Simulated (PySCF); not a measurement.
ammonia borane (BH₆N), SMILES [BH3-][NH3+]. Atoms are numbered in the order given.

```xyz
8

B      0.0000     0.0000    -0.9246
N      0.0000     0.0000     0.7243
H      0.0000    -1.1752    -1.2431
H      1.0178     0.5876    -1.2431
H     -1.0178     0.5876    -1.2431
H     -0.8270    -0.4774     1.0940
H      0.0000     0.9549     1.0940
H      0.8270    -0.4774     1.0940
```

Coordinates come from a PBE-D3(BJ)/def2-TZVP optimisation.

Level of theory: PySCF with B3LYP/pcJ-1.

Isotropic couplings with Fermi-contact, spin-dipole and both spin-orbit terms, one fixed conformer, no vibrational averaging. Isotopes: 11B, 14N, 1H.

Computed spin–spin coupling constants:
```
pair   bonds apart  J (Hz)
-----  -----------  ------
B1–N2            1     1.2
B1–H3            1   110.7
B1–H4            1   110.6
B1–H5            1   110.6
N2–H6            1    51.2
N2–H7            1    51.2
N2–H8            1    51.2
B1–H6            2    -2.5
B1–H7            2    -2.5
B1–H8            2    -2.5
N2–H3            2     1.9
N2–H4            2     1.9
N2–H5            2     1.9
H3–H4            2    -8.8
H3–H5            2    -8.8
H4–H5            2    -8.8
H6–H7            2   -11.7
H6–H8            2   -11.7
H7–H8            2   -11.7
H3–H6            3     2.2
H3–H7            3    13.8
H3–H8            3     2.2
H4–H6            3    13.8
H4–H7            3     2.2
H4–H8            3     2.2
H5–H6            3     2.2
H5–H7            3     2.2
H5–H8            3    13.8
```
